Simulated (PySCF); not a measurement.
GaF₂, SMILES [F][Ga+][F], charge +1.

Geometry optimised at PBE0-D3(BJ)/def2-TZVP. The spin state was assumed, not searched. The isomer is the one that the SMILES or the coordinates give; other isomers of the formula were not compared.

All values below come from PBE0-D3(BJ)/def2-TZVP in PySCF.

Frequencies are harmonic and unscaled.

Modes within 1.5 cm⁻¹ of each other (mostly degenerate sets) share a row, with their intensities summed.

```json
[
 {"mode": "1–2", "ν (cm⁻¹)": "174", "IR (km/mol)": "89.1", "Raman (Å⁴/amu)": "0.0", "depolarisation": "–", "moving atoms (share of kinetic energy)": "F 65 %, Ga 35 %"},
 {"mode": "3", "ν (cm⁻¹)": "736", "IR (km/mol)": "0.0", "Raman (Å⁴/amu)": "13.8", "depolarisation": "0.18", "moving atoms (share of kinetic energy)": "F 100 %"},
 {"mode": "4", "ν (cm⁻¹)": "929", "IR (km/mol)": "68.7", "Raman (Å⁴/amu)": "0.0", "depolarisation": "–", "moving atoms (share of kinetic energy)": "F 65 %, Ga 35 %"}
]
```
